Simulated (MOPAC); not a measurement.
MOPAC input (MNDO):

```
MNDO 1SCF CHARGE=2 GEO-OK AUX(PRECISION=9) THREADS=1
Hg2

Hg   -0.00000000 1   -0.00000000 1   -1.35891400 1
Hg    0.00000000 1    0.00000000 1    1.35891400 1
```

Output:

```
 *******************************************************************************
 **                                                                           **
 **                              MOPAC v23.2.5                                **
 **                                                                           **
 *******************************************************************************
 ** MOPAC's Digital Object Identifier: https://doi.org/10.5281/zenodo.6511958 **
 **                                                                           **
 ** Please cite the open-source release paper for use of this MOPAC version:  **
 ** J. E. Moussa and J. J. P. Stewart (2026)                                  **
 ** MOPAC: An open-source semiempirical molecular orbital program             **
 ** J. Open Source Softw., 11(119), 8025, https://doi.org/10.21105/joss.08025 **
 *******************************************************************************

                              MNDO CALCULATION RESULTS

 *******************************************************************************
 *  MNDO       - The MNDO Hamiltonian to be used
 *  GEO-OK     - OVERRIDE INTERATOMIC DISTANCE AND OTHER SAFETY CHECKS
 *
 *
 *
 *                 CHARGE ON SYSTEM = +2
 *
 *
 *
 *  1SCF       - DO 1 SCF AND THEN STOP
 *  AUX        - OUTPUT AUXILIARY INFORMATION
 *******************************************************************************
MNDO 1SCF CHARGE=2 GEO-OK AUX(PRECISION=9) THREADS=1
 Hg2

   ATOM   CHEMICAL          X               Y               Z
  NUMBER   SYMBOL      (ANGSTROMS)     (ANGSTROMS)     (ANGSTROMS)

     1      Hg         -0.00000000  *  -0.00000000  *  -1.35891400  *
     2      Hg          0.00000000  *   0.00000000  *   1.35891400  *

          CARTESIAN COORDINATES

    NO.       ATOM           X           Y           Z

     1        Hg         -0.0000     -0.0000     -1.3589
     2        Hg          0.0000      0.0000      1.3589

 Hg: (MNDO): M.J.S.DEWAR,  ET. AL. ORGANOMETALLICS 4, 1964, (1985)

           Empirical Formula: Hg2  =     2 atoms

      MOLECULAR POINT GROUP   :   D*h

      RHF CALCULATION, NO. OF DOUBLY OCCUPIED LEVELS = 1

 -------------------------------------------------------------------------------
 MNDO 1SCF CHARGE=2 GEO-OK AUX(PRECISION=9) THREADS=1
 Hg2

     1SCF WAS SPECIFIED, SO BFGS WAS NOT USED
     SCF FIELD WAS ACHIEVED

                              MNDO CALCULATION
                                                       MOPAC v23.2.5 Linux

          FINAL HEAT OF FORMATION =        566.10314 KCAL/MOL =    2368.57554 KJ/MOL

          COSMO AREA              =         70.63 SQUARE ANGSTROMS
          COSMO VOLUME            =         49.22 CUBIC ANGSTROMS

          IONIZATION POTENTIAL    =         22.570277 EV
          HOMO LUMO ENERGIES (EV) =        -22.570-14.943
          NO. OF FILLED LEVELS    =          1
          MOLECULAR WEIGHT        =        401.1800         POINT GROUP:  D*h

          MOLECULAR DIMENSIONS (Angstroms)

            Atom       Atom       Distance
           Hg     2   Hg     1     2.71783
           Hg     2   Hg     1     0.00000
           Hg     1   Hg     2     0.00000

          SCF CALCULATIONS        =          1

   ATOM   CHEMICAL          X               Y               Z
  NUMBER   SYMBOL      (ANGSTROMS)     (ANGSTROMS)     (ANGSTROMS)

     1      Hg         -0.00000000  *  -0.00000000  *  -1.35891400  *
     2      Hg          0.00000000  *   0.00000000  *   1.35891400  *

                             CARTESIAN COORDINATES

   1   Hg       -0.000000000    -0.000000000    -1.358914000
   2   Hg        0.000000000     0.000000000     1.358914000

           Empirical Formula: Hg2  =     2 atoms

      MOLECULAR POINT GROUP   :   D*h

                  EIGENVALUES
 -22.57028 -14.94260 -10.22279  -8.46067  -8.46067  -5.56800  -5.56800  -4.79326

              NET ATOMIC CHARGES AND DIPOLE CONTRIBUTIONS

  ATOM NO.   TYPE          CHARGE      No. of ELECS.   s-Pop       p-Pop
    1         Hg           1.000000        1.0000     0.78225     0.21775
    2         Hg           1.000000        1.0000     0.78225     0.21775
 DIPOLE           X         Y         Z       TOTAL
 POINT-CHG.     0.000     0.000     0.000     0.000
 HYBRID         0.000    -0.000    -0.000     0.000
 SUM            0.000    -0.000     0.000     0.000

          ATOMIC ORBITAL ELECTRON POPULATIONS

     Atom    s        px        py        pz
    1 Hg   0.78225   0.00000   0.00000   0.21775
    2 Hg   0.78225   0.00000   0.00000   0.21775

 **********************
 *                    *
 * JOB ENDED NORMALLY *
 *                    *
 **********************

 == MOPAC DONE ==
```

The dipole moment of an ion depends on the origin.

The geometry given is a B3LYP-D3(BJ)/def2-TZVP minimum.
